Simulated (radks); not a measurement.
Species: neutral boron. Configuration: [He] 2s1 2p1 3d1 (not the ground configuration).

Calculated with a radial shooting solver on a logarithmic mesh with Libxc functionals: scalar-relativistic Kohn-Sham, SOGGA, spin-unpolarised, spherical densities, point nucleus.

Energy parts (eV):
part                     energy
total                  -652.450
kinetic                 650.602
electron-nucleus      -1484.324
Hartree                 273.368
exchange-correlation    -92.095

Orbitals (lengths in bohr, moments of r in powers of bohr; <r^-3> diverges for s and p1/2):
[
 {"orbital": "1s", "occ.": "2", "eigenvalue (eV)": "-189.6092", "<r^2>": "0.1476", "<r^-3>": "-"},
 {"orbital": "2s", "occ.": "1", "eigenvalue (eV)": "-16.2397", "<r^2>": "3.814", "<r^-3>": "-"},
 {"orbital": "2p", "occ.": "1", "eigenvalue (eV)": "-10.1222", "<r^2>": "4.328", "<r^-3>": "1.127"},
 {"orbital": "3d", "occ.": "1", "eigenvalue (eV)": "-0.6818", "<r^2>": "114.0", "<r^-3>": "0.003748"}
]

The highest occupied level is 3d at -0.682 eV. The density falls to 0.001 e/bohr^3 at r = 3.51 bohr.
